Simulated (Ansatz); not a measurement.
`[O][Al]([F])[Cl]` radical, relaxed with UKS PBE-D4/def2-SVP in Ansatz from a rough embedded geometry. The force threshold is 0.03 eV/Å; the program also tests the step.

Charge 0, multiplicity 2.

Start:

```xyz
4

O    -1.260   -0.317    1.375
Al   -0.048    0.062    0.022
F    -0.287    1.537   -0.975
Cl    1.595   -1.282   -0.422
```

**Question.** How much energy does the relaxation release, and in how many steps? (Best estimate.)

**Answer.** Ansatz gave: 38.50 kJ/mol, in 5 steps.

**Question.** Which bonds change most? (Best estimate.)

**Answer.** The calculation gave: Al2–F3 from 1.796 to 1.664 Å; O1–Al2 from 1.856 to 1.742 Å; Al2–Cl4 from 2.168 to 2.088 Å.

**Question.** Give the relaxed structure. (Estimate.)

**Answer.** Ansatz gave: 
```xyz
4

O    -1.153   -0.315    1.287
Al   -0.064    0.087   -0.012
F    -0.290    1.470   -0.910
Cl    1.507   -1.242   -0.364
```
